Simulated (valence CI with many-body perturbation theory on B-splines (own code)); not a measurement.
# Which ion has this spectrum?

A relativistic CI+MBPT calculation for an atom or ion with 14 electrons gives these levels (eV):

| J | Parity | E | g |
| --- | --- | --- | --- |
| 0 | even | 0.00 |  |
| 1 | even | 105.36 | 1.49 |
| 2 | even | 112.38 | 1.18 |
| 2 | odd | 219.58 | 1.59 |
| 2 | even | 222.84 | 1.30 |
| 0 | even | 238.04 |  |
| 1 | odd | 241.16 | 0.99 |
| 2 | odd | 266.76 | 0.76 |
| 1 | odd | 296.58 | 0.89 |
| 2 | odd | 300.11 | 1.39 |
| 3 | odd | 303.59 | 1.14 |
| 2 | odd | 328.05 | 1.39 |
| 3 | odd | 336.36 | 1.28 |
| 0 | odd | 344.11 |  |

The energies are calculated, and their last digits are not significant.

Task: Which is it?
A. Ce44+
B. Pm47+
C. Ba42+
D. Nd46+

Result: A. Ce44+, ground level (3s^2 3p1/2^2) J=0.
